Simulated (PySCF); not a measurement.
One of the candidates below gave these computed data.

* Polarisability: 66.3 au [PBE0/def2-SVPD]
* Dipole: 1.55 D [PBE0/def2-SVPD]
* UV, strongest line: among the 6 lowest singlet transitions: S5 at 8.25 eV (150 nm, f = 0.028) [TDDFT PBE0/def2-SVPD]
* 13C NMR: chemical shifts (computed TMS as zero) by class: 161.0 (1 C), 99.1 (1 C), 59.3 (1 C), 56.1 (1 C) ppm [GIAO PBE0/pcSseg-1]
* Rotational structure: rotational constants A, B, C: 6.186, 0.962, 0.873 GHz [GFN2-xTB]
* NMR, other nuclei: isotropic shieldings of nuclei other than C and H, by class: 23 (1 O), 152 (1 O), 192 (1 O), 288 (1 O) ppm [GIAO PBE0/pcSseg-1]
* Triplet: lowest triplet excitation (Tamm–Dancoff): 6.66 eV [TDA PBE0/def2-SVPD]
* UV, first state: lowest singlet excitation: 7.14 eV (174 nm, f = 0.000) [TDDFT PBE0/def2-SVPD]

Electronic properties: PySCF, gas phase, density fitting. Levels stand in brackets. The structure is a single GFN2-xTB conformer in the gas phase; no vibrational or solvent corrections. NMR values are class means; diastereotopic atoms form classes of their own.

Problem. Which candidate is it?
A. `OCCC/P=P/CCP`
B. `Cc1ccccc1`
C. `OCC1OCOCO1`
D. `COCOC(=O)OC`

Solution. D. It is `COCOC(=O)OC`. Numbering: `[CH3:1][O:2][CH2:3][O:4][C:5](=[O:6])[O:7][CH3:8]`. Its formula, C4H8O4, gives 1 degree of unsaturation: 0 rings and 1 π bond in the structure found. 4 carbons fall into 4 classes; from least to most shielded: carbonate carbon [C5] (161.0 ppm), sp3 carbon bearing two oxygens [C3] (99.1 ppm), methoxy carbon [C1] (59.3 ppm), methoxy carbon [C8] (56.1 ppm). The other shieldings belong to: 23 ppm, carbonate carbonyl oxygen [O6]; 152 ppm, oxygen singly bound to a carbonyl carbon [O4]; 192 ppm, oxygen singly bound to a carbonyl carbon [O7]; 288 ppm, ether oxygen [O2]. The optimised geometry has point group C1 and is an asymmetric top.

The others, at the same levels:
- `OCC1OCOCO1` fails: it has 3 carbon classes against 4; its computed 13C shifts are 105.0 (1 C), 96.1 (2 C), 68.9 (1 C) ppm, rotational constant A is 4.654 GHz (against 6.186 GHz) and smallest rotational constant is 1.197 GHz (against 0.873 GHz).
- `OCCC/P=P/CCP` fails: it has 5 carbons where the 13C data count 4; its computed 13C shifts are 67.5 (1 C), 47.1 (1 C), 41.3 (1 C), 35.2 (1 C), 26.2 (1 C) ppm, rotational constant A is 2.445 GHz (against 6.186 GHz) and smallest rotational constant is 0.354 GHz (against 0.873 GHz).
- `Cc1ccccc1` fails: it has 7 carbons where the 13C data count 4; its computed 13C shifts are 143.4 (1 C), 134.3 (2 C), 134.0 (2 C), 130.7 (1 C), 24.3 (1 C) ppm, rotational constant A is 5.609 GHz (against 6.186 GHz) and smallest rotational constant is 1.777 GHz (against 0.873 GHz).

Each candidate is one conformer, not necessarily the lowest. Dipoles, sizes and rotational constants follow the conformer. The torsions of the flexible species, by atom-mapped SMILES:
- `[CH3:1][O:2][CH2:3][O:4][C:5](=[O:6])[O:7][CH3:8]`: C1–O2–C3–O4 67°, O2–C3–O4–C5 176°, C3–O4–C5–O6 1°, O4–C5–O7–C8 180°

The conformers of `OCC1OCOCO1` and `OCCC/P=P/CCP` aren't listed.
